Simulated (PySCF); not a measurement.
Arsenic: a sound run and one with changed settings

Sound run: As [Ar] 3d10 4s2 4p3, As⁺ [Ar] 3d10 4s2 4p2. Calculation: PySCF 2.14, in cc-pVDZ-DK (5s4p2d, 27 functions); scalar relativity by spin-free X2C-1e. In the sound run the correlated levels freeze [Ar] 3d10. The sound run starts from symmetry-adapted Hartree-Fock orbitals and uses a fine grid where one is needed.

A second run was set up differently.

```tsv
species	method	sound run (hartree)	changed run (hartree)	converged
As	MP2	-2258.97105	-2258.92907	yes
As	CCSD(T)	-2258.98623	-2258.93327	yes
As⁺	MP2	-2258.61262	-2258.57474	yes
As⁺	CCSD(T)	-2258.62952	-2258.57654	yes
```

Ionisation energy of As:

| method | sound run (eV) | changed run (eV) |
| --- | --- | --- |
| UHF | 9.425 | 9.425 |
| MP2 | 9.753 | 9.642 |
| SCS-MP2 | 9.636 | 9.497 |
| CCSD | 9.704 | 9.707 |
| CCSD(T) | 9.707 | 9.707 |

Problem. What was changed?
A. a valence shell is frozen
B. minimal basis
C. level shift left on
D. basis contracted for another Hamiltonian

Solution. A. Freezing a valence shell removes pair correlation that changes on ionisation.
